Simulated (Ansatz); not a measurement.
Isolated molecules relaxed with PBE0-D4/def2-TZVP in Ansatz; ΔE leaves out vibrations. CCSD(T)/CBS is the MP2 limit (def2-TZVPP, def2-QZVPP) plus CCSD(T) − MP2 in def2-TZVPP, frozen cores. DFT in def2-TZVPP. Elements past krypton have def2 core potentials. For In, Te outer-core shells are correlated without core-valence functions, which leaves a few kJ/mol of doubt a bond. Each species was taken in one conformer, which may not be the lowest.

Consider the ligand exchange at the Si–S bond: `[SiH3][SiH2][S][InH2]` + H₂Te → `[SiH3][SiH2][TeH]` + `[SH][InH2]`.

| species | PBE0 energy (Eh) |
| --- | --- |
| `[SiH3][SiH2][S][InH2]` | -1171.19406 |
| H₂Te | -269.21910 |
| `[SiH3][SiH2][TeH]` | -850.40432 |
| `[SH][InH2]` | -590.01060 |

(1) Work out ΔE.

Largest T1 diagnostic among the species: 0.014.

Results:

(1) ΔE = (-850.40432) + (-590.01060) − (-1171.19406) − (-269.21910) = -0.00176 Eh = -1.1 kcal/mol. CCSD(T)/CBS gives +0.3 kcal/mol.

In def2-TZVPP, CCSD(T) changes the Hartree–Fock value by +1.6 kcal/mol (the triples alone add +0.3 kcal/mol) and MP2 by +1.2 kcal/mol. From BLYP to BHLYP (50 % exact exchange), in def2-TZVPP and without D4, ΔE moves by +0.7 kcal/mol.
